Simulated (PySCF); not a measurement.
## Diatomics of F with the alkali metals

PBE with double-zeta basis sets in PySCF, for the lowest determinant that a PBE0 search found; no spin–orbit coupling. De refers to high-spin ground-configuration atoms. A positive dipole means M(−)F(+).

| M | basis | state (unpaired electrons) | Re (Å) | ωe (cm⁻¹) | De (eV) | μ (D) |
| --- | --- | --- | --- | --- | --- | --- |
| Li | cc-pVDZ | singlet (closed shell) | 1.586 | 959 | 5.92 | -5.92 |
| Na | def2-SVPD | singlet (closed shell) | 1.958 | 510 | 5.06 | -8.07 |
| K | x2c-SVPall | singlet (closed shell) | 2.148 | 476 | 4.74 | -7.20 |
| Rb | def2-SVP | singlet (closed shell) | 2.318 | 380 | 4.65 | -8.06 |
| Cs | def2-SVP | singlet (closed shell) | 2.406 | 366 | 4.98 | -7.24 |

The shortest bond is that of LiF (1.586 Å), the longest that of CsF (2.406 Å).

The rows differ in basis set, which adds steps of its own.

Down a group the atoms grow and get heavier, so bonds lengthen and wavenumbers fall; this series shows no clear exception.

These are scalar-relativistic numbers at best; spin–orbit coupling would shift them, the dissociation energy most.
